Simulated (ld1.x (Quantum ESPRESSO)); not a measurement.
# Configuration tests for O (Z = 8) (PAW)

```
Element                 : O (Z = 8)
Generator               : ld1.x (Quantum ESPRESSO) 7.5
Type                    : PAW
Functional              : PBEsol
Relativity              : scalar-relativistic
Frozen core             : [He]
Valence charge          : 6
Reference configuration : 2s2 2p4
Partial waves           : 2s (bound): rcut 0.65, rcutus 0.75 bohr; 2s channel at -1.48 Ry: rcut 0.65, rcutus 0.75 bohr; 2p (bound): rcut 1.85, rcutus 2.25 bohr; 2p channel at -0.05 Ry: rcut 1.85, rcutus 2.25 bohr
Local potential         : all-electron potential smoothed inside 1.85 bohr (lloc = -2)
Core correction         : Bessel-smoothed model core inside 0.50 bohr
Augmentation charge     : BESSEL, radius 0.60 bohr
```

Energies are relative to the spin-unpolarised reference configuration 2s2 2p4; without spin polarisation the order of configurations can differ from experiment. Not all tests gave a result: 2 of 7 tests not solved or not reliable. Left out of the table: 2s2 2p2 (solver errors, printed error -168 eV); 2s2 2p1 (solver errors, printed error -2.2 eV).

Q: Give the all-electron excitation energy and the error of the potential for: 2s2 2p3; 2s1 2p4; 2s2 2p3.5; 2s0 2p6; 2s1 2p5.

A:

```
valence configuration  charge  ΔE all-electron (eV)  error AE − PS (meV)
              2s2 2p3      +1                16.360                 +577
              2s1 2p4      +1                31.497                 -1.9
            2s2 2p3.5    +0.5                 6.254                 +114
              2s0 2p6       0                29.748                  +25
              2s1 2p5       0                14.855                 +150
```
